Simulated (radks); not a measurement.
Charge is removed step by step from the 2s1/2 level of S11+, starting from [He] 2s2 2p1. Method: Dirac Kohn-Sham, PBE, spin-unpolarised, spherical densities, point nucleus; open shells fill j = l - 1/2 first; computed with a radial shooting solver on a logarithmic mesh with Libxc functionals.

removed (e)  E - E(0) (eV)  eigenvalue (eV)  E minus straight line (eV)
0                    0.000          -569.74                       0.000
0.125               71.628          -576.30                      -2.873
0.25                144.08          -582.86                      -4.926
0.375               217.34          -589.43                      -6.158
0.5                 291.43          -596.00                      -6.569
0.625               366.34          -602.57                      -6.159
0.75                442.08          -609.15                      -4.927
0.875               518.63          -615.71                      -2.874
1                   596.00          -622.28                       0.000

Removing the whole electron costs 596.00 eV by Delta-SCF, against 569.74 eV from minus the eigenvalue at the starting occupation. Slater's transition state (half an electron removed) gives 596.00 eV. Integrating minus the eigenvalue over the occupation (Janak's theorem) gives 596.00 eV. The mean slope of the eigenvalue, de/dn, is 52.5 eV per electron.
